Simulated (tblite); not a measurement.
Compound: C6H4ClS (doublet state).
Atom-mapped SMILES: `[S:1][c:2]1[cH:3][cH:4][cH:5][cH:6][c:7]1[Cl:8]` (hydrogens: H9 on C3; H10 on C4; H11 on C5; H12 on C6)

Computed geometry: GFN2-xTB, gas phase. This method treats the open shell by occupation alone, without spin polarisation.

**Question.** List the bond lengths and angles at this level.

**Answer.** 
```
  bond  length (pm)
 S1–C2        171.6
 C2–C3        140.3
 C3–C4        137.6
 C4–C5        139.1
 C5–C6        138.5
 C6–C7        138.4
C7–Cl8        172.0
 C2–C7        140.7
 C3–H9        107.9
C4–H10        107.9
C5–H11        107.9
C6–H12        107.9
```

A selection of angles:
```
    angle  degrees
 S1–C2–C3    119.9
 S1–C2–C7    121.7
 C3–C2–C7    118.3
 C2–C3–C4    120.8
 C2–C3–H9    118.3
 C4–C3–H9    120.9
 C3–C4–C5    120.1
C3–C4–H10    119.8
C5–C4–H10    120.1
 C4–C5–C6    120.1
C4–C5–H11    120.2
C6–C5–H11    119.7
 C5–C6–C7    120.1
C5–C6–H12    120.6
C7–C6–H12    119.3
C6–C7–Cl8    119.6
 C2–C7–C6    120.5
C2–C7–Cl8    119.9
```

The 8 heavy atoms lie in one plane (0.001 Å rms). C5 (carbon bonded to 2 C and H) is planar (angles 120.2°, 120.1° and 119.7°, sum 360.0°, 0.00 Å off the plane of its three neighbours). C7 (carbon bonded to 2 C and Cl) is planar (angles 120.5°, 119.9° and 119.6°, sum 360.0°, 0.00 Å off the plane of its three neighbours). C3 (carbon bonded to 2 C and H) is planar (angles 120.9°, 120.8° and 118.3°, sum 360.0°, 0.00 Å off the plane of its three neighbours). C6 (carbon bonded to 2 C and H) is planar (angles 120.6°, 120.1° and 119.3°, sum 360.0°, 0.00 Å off the plane of its three neighbours). C4 (carbon bonded to 2 C and H) is planar (angles 120.1°, 120.1° and 119.8°, sum 360.0°, 0.00 Å off the plane of its three neighbours). The C–C distances run from 1.376 Å (C3–C4, aromatic) to 1.407 Å (C2–C7, aromatic), a spread of 0.031 Å.

Point group: Cs (every atom within 0.08 Å of its image). Its GFN2-xTB frequencies are all real (lowest 114 cm⁻¹).

On Intel Xeon at 2.70 GHz, one thread, shared host, this took 0.16 s wall. These figures are those of the optimisation.
